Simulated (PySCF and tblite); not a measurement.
Results of a calculation; reference values are marked as such.
System: C₆H₇N₃, numbered as in [CH3:1][CH2:2][c:3]1[cH:4][c:5]([C:6]#[N:7])[nH:8][n:9]1.

Level: PBE0/pcSseg-1 + D3(BJ) on B3LYP-D3(BJ)/def2-SVP stationary points, with GFN2-xTB thermal terms. Rate constants are transition-state-theory values, counting equivalent paths, without tunnelling. Programs: tblite and PySCF.

Tunnelling of the moving H, left out here, will speed the real process. In real samples such hydrogens mostly exchange between molecules or through solvent, far faster than by this path.

**Question.** What barrier does the shift of H on N8 from N8 to N9 meet, and how fast is it at 298 K?

**Answer.** The electronic barrier is 51.7 kcal/mol and ΔG‡(298 K) 47.5 kcal/mol, over a C1 saddle with an imaginary mode of 1620i cm⁻¹ (GFN2-xTB). With 1 equivalent path, k is 9.3×10⁻²³ s⁻¹. The end lies 0.5 kcal/mol below the start in free energy.
